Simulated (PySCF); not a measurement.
# Pb⁺: excitation energy

Pb⁺ [Xe] 4f14 5d10 6s2 6p1 (2P) → Pb⁺ [Xe] 4f14 5d10 6s1 6p1 7s1 (4P), as a difference of total energies. All numbers are calculated (PySCF 2.14, scalar relativity through the core potential, in aug-cc-pVQZ-PP with one added diffuse shell each of s, p, d, f, g type with ECP60MDF (8s8p6d4f3g, 117 functions)). Correlated levels: valence: 5s2 5p6 5d10 frozen. The calculations carry no spin-orbit coupling.

| method | excitation energy (eV) |
| --- | --- |
| UHF | 13.197 |
| LDA | 15.386 |
| PBE | 14.963 |
| PBE0 | 14.737 |
| r2SCAN | 14.922 |
| B2PLYP | 14.645 |
| BLYP | 15.208 |
| TPSSh | 14.823 |
| MP2 (valence) | 13.806 |
| SCS-MP2 (valence) | 14.045 |

**Question.** How much does correlation contribute at MP2 (valence)?

**Answer.** 13.806 − (13.197) = 0.609 eV, measured against UHF.

The promoted electron is Rydberg-like, and one or two diffuse shells describe it only roughly, which tends to raise the upper state.
